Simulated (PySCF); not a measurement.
## Relaxation of singlet MoSCl₄

Computed with PySCF, B3LYP, basis Mo def2-SVP with ECP28, S def2-SVP, Cl def2-SVP (scalar-relativistic core potentials, no spin–orbit coupling, density fitting). A (50,194) grid was used.

A hand-made trigonal bipyramidal (ligand arrangement 1) start, of C2v symmetry, held to at least that symmetry:

```xyz
6
charge 0 multiplicity 1, angstrom
Mo   -0.0262   -0.0454    0.0000
S    -1.1013   -1.9074    0.0000
Cl   -0.0262   -0.0454    2.3700
Cl   -0.0262   -0.0454   -2.3700
Cl    2.3438   -0.0454    0.0000
Cl   -1.2112    2.0071    0.0000
```

Problem. What forces act on the atoms at the start (eV/Å)?

Solution. 
```json
{"atom": "Mo1", "Fx": "-0.48", "Fy": "-0.84", "Fz": "0.00"}
{"atom": "S2", "Fx": "0.77", "Fy": "1.33", "Fz": "0.00"}
{"atom": "Cl3", "Fx": "0.27", "Fy": "0.46", "Fz": "-0.50"}
{"atom": "Cl4", "Fx": "0.27", "Fy": "0.46", "Fz": "0.50"}
{"atom": "Cl5", "Fx": "-1.26", "Fy": "-0.22", "Fz": "0.00"}
{"atom": "Cl6", "Fx": "0.44", "Fy": "-1.20", "Fz": "0.00"}
```

Problem. What does it relax to?

Solution. It ends at C4v with Mo–Cl 2.313 Å (×4), Mo–S 2.079 Å; Cl–Mo–Cl 86.6° (×4), Cl–Mo–Cl 151.7° (×2), Cl–Mo–S 104.1° (×4) (after a last refinement on a finer grid). The frequency run here used a shortcut that can spoil soft modes, so no verdict on minimum or saddle point is given. Other isomers or separated fragments may lie lower.

Problem. How much energy is released, and in how many steps?

Solution. 56.8 kJ/mol in 8 steps.
